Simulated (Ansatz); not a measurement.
The first iterations of a band of H3OSSb (6 atoms, charge 0, multiplicity 1).

Level of theory: RKS r2SCAN/def2-SVP (Ansatz 0.2.0).

```json
{
 "movable images": "1",
 "climbing image": "no",
 "spring": "5.0 eV/Å²",
 "optimiser": "quadratic models (default)",
 "start path": "through a guess of the saddle point",
 "force threshold": "0.05 eV/Å",
 "iteration limit": "60",
 "end points": "relaxed"
}
```

Initial state:

```xyz
6
Properties=species:S:1:pos:R:3
S -0.618 -1.602 0.316
O -1.181 -0.023 0.392
Sb 0.106 1.547 0.284
H -0.558 -1.742 -1.038
H 0.886 1.010 -1.162
H 1.364 0.811 1.207
```

Final state:

```xyz
6
Properties=species:S:1:pos:R:3
S -0.887 -1.329 -0.707
O -1.226 0.020 0.231
Sb 0.149 1.501 0.457
H -0.226 -2.076 0.222
H 0.758 1.431 -1.156
H 1.432 0.453 0.953
```

| iteration | highest image above the first end (eV) | largest band force component (eV/Å) |
| --- | --- | --- |
| 1 | 0.248 | 1.949 |
| 2 | 0.186 | 0.975 |

Question: Does the band converge within its limit, and where does its top end?

Answer: The forces met the threshold. It ended after 5 iterations with the highest image 0.151 eV above the first end. No image climbed, so the highest image needn't sit at the top of the path. So few images can step over the top or miss a turn of the path.

Time of the run: 28 s on 1 thread of Arm Neoverse V1, on a shared host, peak memory 0.13 GiB.
